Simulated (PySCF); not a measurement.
Al(H)2(SMe) (CH5AlS), SMILES C[S][AlH2].

Geometry: PBE0-D3(BJ)/def2-TZVP.

Calculation: TDDFT-LC-ωPBE/def2-SVPD run with PySCF 2.14.0.

Vertical excitations. Isolated molecule, no solvent. State labels are in the subgroup Cs.

Give excitation energies, oscillator strengths and character. (Estimate from the structure and the level; the computed values follow.)


```tsv
state	symmetry	energy (eV)	λ (nm)	f	main pairs
S1	A'	5.80	214	0.088	HOMO→LUMO 92 %
S2	A"	6.11	203	0.003	HOMO−1→LUMO 85 %
S3	A"	6.22	199	0.001	HOMO−2→LUMO 75 %
S4	A"	6.36	195	0.001	HOMO→LUMO+3 27 %, HOMO→LUMO+2 24 %, HOMO−2→LUMO 17 %, HOMO→LUMO+8 9 %
S5	A"	6.88	180	0.086	HOMO→LUMO+2 35 %, HOMO→LUMO+3 30 %, HOMO→LUMO+1 20 %
S6	A'	7.53	165	0.025	HOMO−1→LUMO+3 47 %, HOMO−1→LUMO+2 18 %, HOMO−1→LUMO+8 14 %
S7	A'	7.93	156	0.236	HOMO−1→LUMO+2 41 %, HOMO−1→LUMO+3 24 %, HOMO−1→LUMO+1 22 %
S8	A"	7.98	155	0.012	HOMO→LUMO+1 50 %, HOMO→LUMO+4 13 %, HOMO→LUMO+10 13 %, HOMO→LUMO+9 9 %
S9	A"	8.21	151	0.010	HOMO→LUMO+4 53 %, HOMO→LUMO+5 19 %, HOMO→LUMO+2 9 %
S10	A'	8.41	148	0.014	HOMO−2→LUMO+2 46 %, HOMO−2→LUMO+3 23 %, HOMO−2→LUMO+5 8 %
T1	A'	4.85	256	0	HOMO→LUMO 91 %
T2	A"	5.56	223	0	HOMO−2→LUMO 62 %, HOMO−1→LUMO 26 %
T3	A"	5.65	219	0	HOMO−1→LUMO 27 %, HOMO−2→LUMO 23 %, HOMO→LUMO+3 15 %, HOMO→LUMO+2 12 %
T4	A"	5.80	214	0	HOMO−1→LUMO 32 %, HOMO→LUMO+3 30 %, HOMO→LUMO+8 11 %, HOMO−2→LUMO 7 %
```
Triplets are in the Tamm–Dancoff approximation, which puts them higher than full response would, so one can lie above its singlet here.
